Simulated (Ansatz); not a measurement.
Relaxation of CH7NSSi (11 atoms, charge 0, multiplicity 1), to a largest force component of 0.03 eV/Å in at most 50 steps.

These are results of RKS PBE-D4/def2-SVP in Ansatz 0.2.0, not measurements.

```xyz
11
Properties=species:S:1:pos:R:3:forces:R:3
Si -0.390 0.376 -0.275 0.96 0.29 0.23
N 1.281 0.926 0.036 -0.89 -0.09 0.23
S -0.278 -0.537 -2.249 -0.12 -0.03 -0.02
H 1.005 -0.132 -2.028 0.06 -0.19 -0.43
H -1.287 1.584 -0.280 0.03 -0.02 -0.01
C -0.914 -0.857 1.041 -0.01 0.01 0.00
H 2.009 0.256 0.291 -0.02 0.00 0.01
H 1.665 1.734 -0.459 -0.01 0.01 0.02
H -0.940 -0.381 2.043 0.00 -0.01 -0.03
H -0.223 -1.724 1.072 -0.01 0.03 -0.02
H -1.927 -1.245 0.808 0.00 -0.01 0.02
```

**Question.** Where does it end, and by what steps?

**Answer.** The forces met the threshold. After 14 steps the energy has fallen by 0.254 eV; H4 moved furthest, 1.07 Å.

```csv
step,energy less start (eV),largest force component (eV/Å),accepted
0,0.0000,0.957,yes
1,-0.1173,0.639,yes
2,-0.1531,0.652,yes
3,-0.1763,0.105,yes
4,-0.1790,0.054,yes
5,-0.1858,0.258,yes
6,-0.1967,0.238,yes
7,-0.2008,0.618,yes
8,-0.2373,0.131,yes
9,-0.2486,0.116,yes
10,-0.2499,0.135,yes
11,-0.2464,0.387,no
12,-0.2530,0.103,yes
13,-0.2520,0.191,no
14,-0.2540,0.027,yes
```

```xyz
11
Properties=species:S:1:pos:R:3
Si -0.191 0.316 -0.250
N 1.320 0.968 0.326
S -0.108 -0.914 -2.056
H 0.361 0.085 -2.853
H -1.051 1.521 -0.514
C -0.917 -0.841 1.041
H 2.086 0.315 0.520
H 1.691 1.797 -0.148
H -1.052 -0.303 2.000
H -0.241 -1.702 1.220
H -1.898 -1.240 0.715
```

Whether the end is a true minimum wasn't checked by a vibrational analysis.

Run time: 32 s on 2 threads of Arm Neoverse V1, with other jobs on the host, peak memory 0.14 GiB.
